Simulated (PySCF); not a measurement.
Bonds (- single, = double, # triple, : aromatic): Si1-C2, C2:C3, C3:P4, P4:C5, C5-Cl6, C5:C7, C7:C8, C8-Si9, C8:C2. Si1 carries H10, H11, H12; C3 carries H13; C7 carries H14; Si9 carries H15, H16, H17.

Single conformer, fast rotation and ring inversion assumed for equivalent nuclei, gas phase, non-relativistic Hamiltonian. Coordinates at the GFN2-xTB level; GIAO PBE0/pcSseg-1 shieldings; PySCF 2.14.0 with density-fitted response routines.

δ = σ(ref) − σ, references computed at the same level: ¹³C, ¹H, ²⁹Si against TMS; ³¹P vs H3PO4; ³⁵Cl against HCl.

| atoms | nucleus | count | δ (ppm) |
| --- | --- | --- | --- |
| Cl6 | ³⁵Cl | 1 | ? |
| Si1 | ²⁹Si | 1 | ? |
| Si9 | ²⁹Si | 1 | -66.1 |
| C3 | ¹³C | 1 | ? |
| H15/H16/H17 | ¹H | 3 | 4.70 |
| C2 | ¹³C | 1 | 146.5 |
| C8 | ¹³C | 1 | 147.1 |
| C5 | ¹³C | 1 | 184.9 |
| H10/H11/H12 | ¹H | 3 | 4.70 |
| C7 | ¹³C | 1 | ? |
| H13 | ¹H | 1 | 9.33 |
| H14 | ¹H | 1 | 8.34 |
| P4 | ³¹P | 1 | 229.2 |

**Question.** Complete the table.

**Answer.** 
- C3: 174.7 ppm, aromatic CH
- C7: 146.1 ppm, aromatic CH
- Si1: -65.6 ppm, silicon bonded to C, 3 H
- Cl6: 305 ppm, chlorine bonded to C

Carbons that carry Cl, above all several Cl atoms, come out too deshielded, partly because spin–orbit coupling is missing. Shifts are as computed. Against solution values, carbons near 30 ppm lie about +3 ppm off and those near 130 ppm about +5 ppm; carbons on Cl a further +6 ppm. Of 1211 compounds with measured shifts, 218 miss one by over three times the rms of a fit or turn the order of signals round; such compounds aren't used in these exercises. Experimental scales use liquid or dissolved standards, which lie at an offset from isolated H3PO4.
